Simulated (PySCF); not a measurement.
C7H8F2O2S.
Z-matrix (Å and degrees, PBE0-D3(BJ)/def2-SVP geometry), rows numbered from 1:
```
C 
C   1  1.5284
C   2  1.4847  1  113.75
C   3  1.3421  2  134.21  1  -119.45
C   4  1.4934  3  125.90  2     3.36
F   5  1.3526  4  109.63  3   121.06
F   5  1.3523  4  109.55  3  -121.67
C   4  1.4817  3  114.73  2  -175.57
C   8  1.3355  4  114.69  3     0.80
S   9  1.7767  8  109.27  4    -1.11
O  10  1.4579  3  108.01  2    61.76
O  10  1.4595  3  110.80  2   -71.48
H   1  1.0999  2  110.99  3    62.35
H   1  1.0990  2  110.10  3  -177.60
H   1  1.0986  2  111.24  3   -57.29
H   2  1.1008  1  110.80  3  -123.92
H   2  1.1051  1  109.42  3   118.97
H   5  1.1019  4  113.06  3    -0.31
H   8  1.0914  4  121.03  3  -179.25
H   9  1.0893  8  130.20  4  -179.08
```

Method used: PBE0-D3(BJ)/def2-SVP geometry optimisation, gas phase (PySCF).

Take the most abundant isotopes and a rigid rotor. The values belong to one conformer with, in the numbering `[CH3:1][CH2:2][C:3]1=[C:4]([CH:5]([F:6])[F:7])[CH:8]=[CH:9][S:10]1(=[O:11])=[O:12]`, C1–C2–C3–C4 -119°, C3–C4–C5–F6 121°.

What are A, B and C (MHz)?

Ia = 400.25, Ib = 825.61, Ic = 1010.53 u·Å²; 505379 MHz·u·Å²/I gives A = 1263, B = 612.1, C = 500.1 MHz.

What kind of rotor is it?

An asymmetric top. Ray's parameter κ = (2B − A − C)/(A − C) = -0.706; −1 is the prolate and +1 the oblate limit.

Is it planar, by Δ = Ic − Ia − Ib?

Not planar: Δ = Ic − Ia − Ib = -215.34 u·Å². For a rigid frame Δ = −2 Σ m c², so Σ m c² = 107.67 u·Å² lies off the ab plane: 6.23 from hydrogen and 101.43 from heavier atoms. The atom farthest from that plane is 1.58 Å away.

Give the other two planar moments, Paa and Pbb, and the rms extents of the mass along the axes.

Paa = Σ m a² = (Ib + Ic − Ia)/2 = 717.94 and Pbb = Σ m b² = (Ia + Ic − Ib)/2 = 292.58 u·Å². With the mass M = 194.02 u, the rms extents √(P/M) along a, b and c are 1.92, 1.23, 0.74 Å.

Give the coordinates in the principal-axis frame, origin at the centre of mass.

The sense of each axis is arbitrary; atoms in the order of the calculation.
```csv
atom,mass (u),a (Å),b (Å),c (Å)
C1,12.000,-1.299,2.757,0.387
C2,12.000,-0.507,1.952,-0.643
C3,12.000,-0.215,0.560,-0.218
C4,12.000,0.912,-0.138,-0.007
C5,12.000,2.303,0.398,-0.100
F6,18.998,2.933,0.235,1.087
F7,18.998,2.999,-0.309,-1.019
C8,12.000,0.704,-1.567,0.322
C9,12.000,-0.574,-1.955,0.344
S10,31.972,-1.615,-0.560,-0.012
O11,15.995,-2.278,-0.695,-1.304
O12,15.995,-2.392,-0.207,1.172
H13,1.008,-0.732,2.865,1.323
H14,1.008,-1.518,3.760,-0.005
H15,1.008,-2.250,2.263,0.632
H16,1.008,0.434,2.464,-0.899
H17,1.008,-1.089,1.879,-1.579
H18,1.008,2.338,1.464,-0.374
H19,1.008,1.550,-2.227,0.525
H20,1.008,-1.010,-2.928,0.565
```

List the rotational levels J(Ka,Kc) to J = 4 (K).

Above 0(0,0), as E/k:
J = 1: 1(0,1) 0.053, 1(1,1) 0.085, 1(1,0) 0.090
J = 2: 2(0,2) 0.160, 2(1,2) 0.186, 2(1,1) 0.202, 2(2,1) 0.296, 2(2,0) 0.296
J = 3: 3(0,3) 0.317, 3(1,3) 0.338, 3(1,2) 0.370, 3(2,2) 0.456, 3(2,1) 0.459, 3(3,1) 0.626, 3(3,0) 0.626
J = 4: 4(0,4) 0.525, 4(1,4) 0.539, 4(1,3) 0.593, 4(2,3) 0.669, 4(2,2) 0.678, 4(3,2) 0.840, 4(3,1) 0.841, 4(4,1) 1.077, 4(4,0) 1.077
The levels of one J sum to (2J + 1)J(J + 1)(A + B + C)/3.

Predict some low-J microwave lines.

The dipole components are |μa| = 2.36 D, |μb| = 0.91 D, |μc| = 0.05 D. The squared components, which scale the intensities, stand as 1.00 : 0.15 : 0.00 (a : b : c). Some lines, for components of 0.1 D or more:

```
type  branch         J(Ka,Kc)   MHz  lower level (cm⁻¹)
   a       Q  2(1,1) ← 2(1,2)   336               0.129
   b       Q  1(1,0) ← 1(0,1)   763               0.037
   b       Q  2(1,1) ← 2(0,2)   888               0.111
   b       Q  3(1,2) ← 3(0,3)  1099               0.220
   a       R  1(0,1) ← 0(0,0)  1112               0.000
   b       R  3(1,2) ← 2(2,1)  1544               0.206
   b       R  1(1,1) ← 0(0,0)  1763               0.000
   b       Q  3(2,1) ← 3(1,2)  1858               0.257
   b       Q  2(2,0) ← 2(1,1)  1965               0.140
   a       R  2(1,2) ← 1(1,1)  2112               0.059
   a       R  2(0,2) ← 1(0,1)  2211               0.037
   b       Q  2(2,1) ← 2(1,2)  2288               0.129
   a       R  2(1,1) ← 1(1,0)  2336               0.063
   b       Q  3(2,2) ← 3(1,3)  2464               0.235
   b       R  3(0,3) ← 2(1,2)  2733               0.129
   a       R  3(1,3) ← 2(1,2)  3161               0.129
   a       R  3(0,3) ← 2(0,2)  3285               0.111
   a       R  3(2,2) ← 2(2,1)  3337               0.206
   a       R  3(2,1) ← 2(2,0)  3389               0.206
   b       Q  3(3,0) ← 3(2,1)  3476               0.319
   a       R  3(1,2) ← 2(1,1)  3496               0.140
   b       R  3(1,3) ← 2(0,2)  3713               0.111
   b       R  2(2,1) ← 1(1,0)  4288               0.063
   b       R  2(2,0) ← 1(1,1)  4413               0.059
   b       R  3(2,2) ← 2(1,1)  5288               0.140
   b       R  3(2,1) ← 2(1,2)  5689               0.129
   b       R  3(3,1) ← 2(2,0)  6864               0.206
   b       R  3(3,0) ← 2(2,1)  6878               0.206
```

Stationary, but not proved a minimum. Constants of a rigid frame at the computed geometry: no zero-point averaging, no centrifugal distortion. A rigid rotor knows nothing of internal rotation, which can split or shift real lines.
